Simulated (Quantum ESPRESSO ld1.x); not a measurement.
Results of a calculation; reference values are marked as such.
Q: The mean radii <r> (bohr) of the occupied orbitals of an atom or ion are listed with their occupations. Code: ld1.x of Quantum ESPRESSO 7.5. Model: Dirac Kohn-Sham, RPBE, spin-unpolarised, spherical densities, point nucleus.

| orbital | occ. | <r> |
|---|---|---|
| 1s1/2 | 2 | 0.02150 |
| 2s1/2 | 2 | 0.09095 |
| 2p1/2 | 2 | 0.07589 |
| 2p3/2 | 4 | 0.08284 |
| 3s1/2 | 2 | 0.2389 |
| 3p1/2 | 2 | 0.2286 |
| 3p3/2 | 4 | 0.2418 |
| 3d3/2 | 4 | 0.2141 |
| 3d5/2 | 6 | 0.2182 |
| 4s1/2 | 2 | 0.5414 |
| 4p1/2 | 2 | 0.5528 |
| 4p3/2 | 4 | 0.5829 |
| 4d3/2 | 4 | 0.6177 |
| 4d5/2 | 6 | 0.6284 |
| 5s1/2 | 2 | 1.328 |
| 5p1/2 | 2 | 1.498 |
| 5p3/2 | 4 | 1.600 |
| 4f5/2 | 3.85714 | 0.8917 |
| 4f7/2 | 5.14286 | 0.9114 |
| 6s1/2 | 1 | 3.804 |

Name the element and its charge. Open shells, if any, are shared by 2j + 1.

A: Z = 65, terbium, charge +1: Tb+ in [Xe] 4f9 6s1. The 1s radius gives Z: for a bare nucleus <r> = (2 gamma + 1)/(2Z) with gamma = sqrt(1 - (Z/c)^2), 0.02124 bohr for Z = 65, and screening makes it slightly larger (0.02150 here). The occupations add up to 64, and the charge is Z minus that.
